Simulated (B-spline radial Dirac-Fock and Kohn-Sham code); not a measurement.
## Compton profile of Lu¹⁹⁺

System: lutetium as Lu¹⁹⁺, 1s2 2s2 2p6 3s2 3p6 3d10 4s2 4p6 4d10 4f6.

Method: the impulse approximation on configuration-average Dirac-Fock orbitals. Computed with a B-spline atomic structure program. pz is in atomic units of momentum; subshell profiles are per electron, for a selection of subshells; open shells are spread over both j values by their weights.

| pz | J total | J 3p1/2 | J 4f5/2 | J 4f7/2 |
| --- | --- | --- | --- | --- |
| 0 | 3.325 | 0.0494 | 0.0699 | 0.0704 |
| 0.4 | 3.316 | 0.0494 | 0.0699 | 0.0704 |
| 0.5 | 3.310 | 0.0494 | 0.0699 | 0.0704 |
| 0.6 | 3.304 | 0.0494 | 0.0699 | 0.0704 |
| 0.8 | 3.287 | 0.0494 | 0.0699 | 0.0704 |
| 1 | 3.266 | 0.0494 | 0.0699 | 0.0704 |
| 1.2 | 3.239 | 0.0494 | 0.0699 | 0.0703 |
| 1.4 | 3.208 | 0.0494 | 0.0699 | 0.0703 |
| 1.6 | 3.170 | 0.0494 | 0.0698 | 0.0703 |
| 1.8 | 3.127 | 0.0493 | 0.0698 | 0.0703 |
| 2 | 3.079 | 0.0492 | 0.0697 | 0.0702 |
| 2.5 | 2.932 | 0.0489 | 0.0693 | 0.0697 |
| 3 | 2.751 | 0.0485 | 0.0682 | 0.0686 |
| 4 | 2.315 | 0.0467 | 0.0627 | 0.0629 |
| 5 | 1.863 | 0.0437 | 0.0530 | 0.0530 |
| 7 | 1.187 | 0.0346 | 0.0306 | 0.0303 |
| 10 | 0.7064 | 0.0186 | 0.0104 | 0.0102 |
| 15 | 0.3576 | 0.00422 | 0.00153 | 0.00148 |
| 20 | 0.1963 | 0.00186 | 0.000254 | 0.000241 |
| 30 | 0.07294 | 0.00153 | 1.17e-05 | 1.07e-05 |
| 40 | 0.03325 | 0.000779 | < 1e-6 | < 1e-6 |
| 60 | 0.01025 | 0.000152 | < 1e-6 | < 1e-6 |
| 100 | 0.001937 | 1.08e-05 | < 1e-6 | < 1e-6 |

J(0) = 3.325. The 4d5/2 subshell gives the largest part, 16 %.

Mean momentum ⟨p⟩ by subshell (a.u.): 1s1/2 72.5, 2s1/2 25.9, 2p1/2 34.2, 2p3/2 30.6, 3s1/2 13.1, 3p1/2 15.6, 3p3/2 14.5, 3d3/2 17.5, 3d5/2 17.1, 4s1/2 6.88, 4p1/2 7.73, 4p3/2 7.32, 4d3/2 8.12, 4d5/2 7.97, 4f5/2 8.44, 4f7/2 8.38.
